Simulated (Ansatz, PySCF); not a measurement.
Process, species as SMILES: CC/C=C\CC + 6 [H][H] (H2) -> 6 C (CH4)
Each molecule is optimised on its own at B3LYP-D3(BJ)/def2-TZVP (Ansatz, a quantum-chemistry and plane-wave program), one conformer each, not searched for the lowest. Frequencies are from Ansatz or PySCF.

Property: energy of full hydrogenation (enthalpy at 298 K, with B3LYP-D3(BJ) rigid-rotor harmonic-oscillator terms), in kcal/mol. Valence correlation only, unless marked. No spin-orbit coupling. Non-relativistic. Basis-set limits of correlation are two-point, X^-3; Hartree-Fock from the larger set. [CCSD(T)-MP2]/basis is that difference in the basis named.

From measured enthalpies of formation at 298 K: -95.5 kcal/mol (CC/C=C\CC -11.4, CRC Handbook; [H][H] (H2) 0.0, ATcT 1.112; C (CH4) -17.8, ATcT 1.112). It holds spin-orbit effects, and any other conformers, which the calculations lack, and core correlation, which the frozen-core levels lack. This is an older compilation, not checked against later work.

**Question.** Rank these levels by their absolute error against the measured value, smallest first: B3LYP/def2-TZVPD (Ansatz); B2GP-PLYP/def2-TZVPD (Ansatz); HF/aug-cc-pVTZ (Ansatz); CCSD(T)/CBS(cc-pVTZ,cc-pVQZ) (Ansatz); BHLYP/def2-TZVPD (Ansatz).

**Answer.** CCSD(T)/CBS(cc-pVTZ,cc-pVQZ) (-96.7 kcal/mol, error -1.2), B2GP-PLYP/def2-TZVPD (-99.5 kcal/mol, error -4.0), B3LYP/def2-TZVPD (-104.9 kcal/mol, error -9.4), BHLYP/def2-TZVPD (-110.6 kcal/mol, error -15.1), HF/aug-cc-pVTZ (-116.6 kcal/mol, error -21.1)
